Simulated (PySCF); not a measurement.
## Finite-field polarisability of Kr (krypton, neutral)

[Kr], closed-shell 1S. All numbers are calculated (PySCF 2.14, the non-relativistic Hamiltonian (point nucleus), in dyall-av2z (16s12p8d, 92 functions)). Frozen: [Ar] 3d10. Energy changes in a uniform field (μhartree):

```
axis  F (au)        HF       MP2      CCSD   CCSD(T)
   x  0.0036   -97.453   -98.465   -98.974   -99.302
   x  0.0072  -389.862  -393.920  -395.959  -397.273
```

Question: Derive α along x at CCSD(T) from the two fields.

Answer: With ΔE = −αF²/2 − γF⁴/24, α = −(16 ΔE(F) − ΔE(2F))/(6F²) = 15.32 bohr³.

Question: And the mean polarisability at each level?

Answer: HF 15.04, MP2 15.19, CCSD 15.27, CCSD(T) 15.32 bohr³. Reference: 16.78 ± 0.02 bohr³ (recommended; Schwerdtfeger and Nagle, table of static dipole polarizabilities (2023 update)).

CCSD(T) lies more than 5 % below the reference, which points to too few diffuse and polarisation functions.

A double-zeta set is small for polarisabilities.
